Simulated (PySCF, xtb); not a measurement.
Te(H)(OH) (H2OTe), SMILES O[TeH].

GFN2-xTB (xtb) at its own geometry gives an orbital gap of 3.86 eV and a dipole moment of 1.98 D.

The structure is a stationary point at PBE0-D3(BJ)/def2-TZVP. The def2 effective core potentials stand for the cores of Te; spin–orbit coupling is left out.

Question: What does PySCF with HF/def2-TZVPD give? (The exact figures need the calculation; the answer reports its results.)

Answer: gap 9.57 eV (levels -8.85 and 0.72 eV), dipole 1.66 D.
